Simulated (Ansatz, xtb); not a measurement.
Two isomers of C5H11Na

Structure a: `CC(C)C[CH2][Na]`, a singlet. Structure b: `CC[C@H](C)[CH2][Na]`, a singlet. Both are isolated molecules in the gas phase, relaxed with PBE0-D3(BJ)/def2-SVP; each stands in its lowest conformer found.

Quicker runs give these differences E(b) − E(a): GFN2-xTB −1.59 kcal/mol; HF/STO-3G −0.67 kcal/mol (at GFN2-xTB geometries); r2SCAN-D4/def2-SVP −0.76 kcal/mol (at GFN2-xTB geometries).

Estimate E(b) − E(a) at the level CCSD(T)/def2-SVP + ΔMP2/def2-TZVPP.

Too close to call at this level: CCSD(T)/def2-SVP + ΔMP2/def2-TZVPP gives E(b) − E(a) = −0.74 kcal/mol.

How the difference moves with the method:

```json
{"level": "GFN2-xTB", "geometry": "GFN2-xTB", "E(b) − E(a) (kcal/mol)": "−1.59", "departure from the last row (kcal/mol)": "−0.85", "job, with rough time for the two": "optimisation, 0.12 s"}
{"level": "HF/STO-3G", "geometry": "GFN2-xTB", "E(b) − E(a) (kcal/mol)": "−0.67", "departure from the last row (kcal/mol)": "+0.08", "job, with rough time for the two": "single point, 0.44 s"}
{"level": "r2SCAN-D4/def2-SVP", "geometry": "GFN2-xTB", "E(b) − E(a) (kcal/mol)": "−0.76", "departure from the last row (kcal/mol)": "−0.02", "job, with rough time for the two": "single point, 7.2 s"}
{"level": "PBE0-D3(BJ)/def2-SVP", "geometry": "PBE0-D3(BJ)/def2-SVP", "E(b) − E(a) (kcal/mol)": "−0.65", "departure from the last row (kcal/mol)": "+0.09", "job, with rough time for the two": "optimisation, 55 s"}
{"level": "HF/def2-SVP", "geometry": "PBE0-D3(BJ)/def2-SVP", "E(b) − E(a) (kcal/mol)": "−0.52", "departure from the last row (kcal/mol)": "+0.23", "job, with rough time for the two": "part of the CCSD(T) run"}
{"level": "MP2/def2-SVP", "geometry": "PBE0-D3(BJ)/def2-SVP", "E(b) − E(a) (kcal/mol)": "−0.74", "departure from the last row (kcal/mol)": "0.00", "job, with rough time for the two": "part of the CCSD(T) run"}
{"level": "CCSD(T)/def2-SVP", "geometry": "PBE0-D3(BJ)/def2-SVP", "E(b) − E(a) (kcal/mol)": "−0.66", "departure from the last row (kcal/mol)": "+0.09", "job, with rough time for the two": "single point"}
{"level": "CCSD(T)/def2-SVP + ΔMP2/def2-TZVPP", "geometry": "PBE0-D3(BJ)/def2-SVP", "E(b) − E(a) (kcal/mol)": "−0.74", "departure from the last row (kcal/mol)": "", "job, with rough time for the two": "single point, 2 min"}
```

As drawn, both hold the same kinds of bond in the same numbers.

The largest departure from CCSD(T)/def2-SVP + ΔMP2/def2-TZVPP is that of GFN2-xTB, 0.85 kcal/mol. The last row adds to CCSD(T) the change of the MP2 difference between the two basis sets, here −0.09 kcal/mol.

With harmonic frequencies from PBE0-D3(BJ)/def2-SVP (ideal gas, rigid rotor, one conformer each, 298.15 K, 1 atm): the zero-point term adds −0.09 kcal/mol; ΔH is −0.77 and ΔG −1.06 kcal/mol.

The correlated steps freeze 6 core orbitals; the last core shell of Na is correlated, in a basis made for valence electrons. Run with Ansatz 0.2.0, xtb 6.7.1; the last row on 2 threads of Arm Neoverse V2 on a shared host.
